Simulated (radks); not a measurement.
Co, configuration [Ar] 3d7 4s2.

Calculated with a radial shooting solver on a logarithmic mesh with Libxc functionals: scalar-relativistic Kohn-Sham, PBE, spin-polarised, spherical densities, point nucleus; open shells are filled with parallel spins first.

Energy parts (hartree):
| part | energy |
|---|---|
| total | -1393.22516 |
| kinetic | 1411.22083 |
| electron-nucleus | -3337.65803 |
| Hartree | 592.61915 |
| exchange-correlation | -59.40712 |

Orbitals (lengths in bohr, moments of r in powers of bohr; <r^-3> diverges for s and p1/2; r(90%) holds 90 % of the orbital's charge):
orbital,occ.,eigenvalue (hartree),<1/r>,<r>,r(90%),<r^-3>
1s down,1,-279.0297,27.03,0.05619,0.100,-
1s up,1,-279.0296,27.03,0.05619,0.100,-
2s up,1,-33.05274,5.811,0.2556,0.396,-
2s down,1,-32.99641,5.818,0.2553,0.396,-
2p up,3,-28.30308,5.702,0.2251,0.369,548.7
2p down,3,-28.26056,5.708,0.2248,0.368,549.9
3s up,1,-3.81297,1.835,0.7729,1.16,-
3s down,1,-3.69131,1.829,0.7750,1.16,-
3p up,3,-2.46092,1.691,0.8146,1.26,69.46
3p down,3,-2.34184,1.683,0.8186,1.26,68.64
3d up,5,-0.34572,1.300,1.048,1.84,5.996
3d down,2,-0.24027,1.255,1.115,2.00,5.652
4s up,1,-0.21037,0.4597,2.841,4.36,-
4s down,1,-0.19017,0.4380,2.967,4.57,-

The highest occupied level is 4s down at -5.175 eV. Spin moment in Bohr magnetons: 3.
